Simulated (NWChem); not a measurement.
Species: C₄H₆; SMILES C#CCC

All runs: NWChem. Pople sets run with spherical d functions. Coordinates come from a PBE0/def2-SVP optimisation. B3LYP is NWChem's, with the RPA form of VWN correlation. Total energies compare along this basis series because the functional is fixed.

```csv
level,basis functions,energy (Ha),highest occupied level (eV),orbital gap (eV),dipole (D)
B3LYP/STO-3G,26,-154.0628,-5.49,10.40,0.61
B3LYP/3-21G,48,-155.1200,-7.15,8.82,0.71
B3LYP/6-31G*,68,-155.9634,-6.98,8.51,0.67
B3LYP/def2-SVP,86,-155.8557,-7.26,8.30,0.74
B3LYP/def2-SVPD,128,-155.8643,-7.43,?,0.80
B3LYP/def2-TZVP,160,-156.0324,-7.39,7.98,0.82
```

Question: What belongs in the gaps?

Answer: 
- B3LYP/def2-SVPD, orbital gap (eV): 7.75
